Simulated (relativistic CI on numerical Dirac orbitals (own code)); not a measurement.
# Hyperfine structure of I2+, mass number 129

Method of calculation: Dirac-Coulomb-Breit CI, separate exchange-only KLI orbitals for each configuration, QED by a radiative potential, valence Slater integrals scaled by 0.85, P86 correlation energy added to each configuration (own radial code, finite nucleus).

Configuration list (outside the closed core [Kr] 4d10): 5s2 5p3, 5s 5p4, 5s2 5p2 5d, 5p5, 5s2 5p2 5f, 5s2 5p2 6s, 5s 5p3 5d, 5s2 5p2 6p, 5s2 5p2 7s, 5s2 5p2 6d, 5s2 5p2 4f, 5s 5p3 5f, 5s2 5p2 7p, 5s2 5p 5d2, 5s2 5d3, 5s2 5d2 5f, 5s2 5d2 6s, 5s 5p 5d3, 5s2 5d2 6p. Double excitations out of closed p, d and f shells are left out; levels of such configurations are missing from the list, as are those of other unlisted configurations, and high levels can miss mixing partners. These lack a partner that the ground configuration has and come out too high: 5s2 5p2 7s, 5s2 5p2 6d, 5s2 5p2 4f, 5s 5p3 5f, 5s2 5p2 7p.

Nuclear spin I = 7/2, μ = 2.6165 μN, Q = -0.483 b (tables of Stone and Pyykkö). The electronic factors are computed for point nuclear moments, without core polarisation; leaving it out makes A of s and p electrons in near-neutral atoms 20 to 40 % too small, and it can dominate for d and f shells.

```
          Level  E (cm⁻¹)  A (MHz)  B (MHz)
5s2 5p3 2D°_3/2   11882.8    558.7     -958
5s2 5p3 2D°_5/2   15119.5     1727     28.4
5s2 5p3 2P°_1/2   23792.3     5306         
5s2 5p3 2P°_3/2   29012.2    877.6     1030
  5s 5p4 4P_5/2   88711.8     4817     -863
  5s 5p4 4P_3/2   93992.0     4150      724
  5s 5p4 4P_1/2   95956.2    11090         
  5s 5p4 2D_5/2  111826.1     4514     1810
```

Levels with J = 0, under 50 % of one LS term, or S terms without an open s electron are left out. Small factors come from cancelling terms and can be off by tens of per cent or more.

For a near-neutral ion this model can misplace configurations by up to about 10,000 cm⁻¹ (more where the count of f electrons changes) and terms by 10 to 25 % of their spread. Rates follow the energies as ν³ (E1, M1) or ν⁵ (E2), so they and the lifetimes can be off by large factors. The fine structure of a lone outer electron comes out too small, for d and f at times inverted, and misplaced configurations move strength between like terms.

Question: Give the hyperfine levels of 5s2 5p3 2P°_1/2 relative to its centre of gravity.

Answer: With K = F(F + 1) − I(I + 1) − J(J + 1), E = AK/2: F = 3: -11940, F = 4: 9286 MHz.

LS names give the leading component of a level, which can be under half, so a name can repeat, a term be missing and a line seem to break the LS rules.
